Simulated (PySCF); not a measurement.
**Krypton: a sound run and one with changed settings**

Sound run: Kr⁺ [Ar] 3d10 4s2 4p5, Kr²⁺ [Ar] 3d10 4s2 4p4. All numbers are calculated (PySCF 2.14, the spin-free X2C one-electron Hamiltonian (Gaussian nucleus), in Sapporo-DKH3-DZP-2012). The sound run starts from symmetry-adapted Hartree-Fock orbitals and uses a fine grid where one is needed.

Changed run: initial guess sap, at most 3 SCF cycles. This setting is unsound on purpose.

```json
{"species": "Kr⁺", "method": "UHF", "sound run (hartree)": "-2787.62818", "changed run (hartree)": "-2787.62804", "converged": "no"}
{"species": "Kr⁺", "method": "BP86", "sound run (hartree)": "-2789.79540", "changed run (hartree)": "-2789.79510", "converged": "no"}
{"species": "Kr⁺", "method": "PBE", "sound run (hartree)": "-2789.08520", "changed run (hartree)": "-2789.08493", "converged": "no"}
{"species": "Kr²⁺", "method": "UHF", "sound run (hartree)": "-2786.77248", "changed run (hartree)": "-2786.77234", "converged": "no"}
{"species": "Kr²⁺", "method": "BP86", "sound run (hartree)": "-2788.89467", "changed run (hartree)": "-2788.89462", "converged": "no"}
{"species": "Kr²⁺", "method": "PBE", "sound run (hartree)": "-2788.18984", "changed run (hartree)": "-2788.18979", "converged": "no"}
```

The SCF was stopped early; the energies are upper bounds that still move, and correlated levels were skipped or rest on poor orbitals.
